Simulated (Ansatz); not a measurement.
Two isomers of C2H6FNSi: A = `C[C@@H]1N[Si@@H]1F`, B = `C[Si]1(F)CN1`.

Program: Ansatz. Geometries: PBE0-D4/def2-TZVP. ΔE: electronic, gas phase. CCSD(T)/CBS is the MP2 limit (def2-TZVPP, def2-QZVPP) plus CCSD(T) − MP2 in def2-TZVPP, frozen cores. DFT in def2-TZVPP. B3LYP here is the variant with VWN-RPA as its local correlation; programs differ in this.

(1) Which isomer does CCSD(T)/CBS put lower? Give the gap. (An estimate is asked.)

(2) Give E(B) − E(A) in kcal/mol with ωB97M-V, CCSD(T)/def2-TZVPP, B2PLYP, PBE-D4, MP2/def2-TZVPP, B3LYP-D4, HF/def2-TZVPP. (Best estimate.)

Largest T1 diagnostic: 0.012.

## Answers

(1) The calculation gave: B, by 10.3 kcal/mol.

(2) The calculation gave: ωB97M-V -11.1, CCSD(T)/def2-TZVPP -10.2, B2PLYP -10.4, PBE-D4 -10.3, MP2/def2-TZVPP -10.3, B3LYP-D4 -10.4, HF/def2-TZVPP -10.2. None reverses the order clearly.
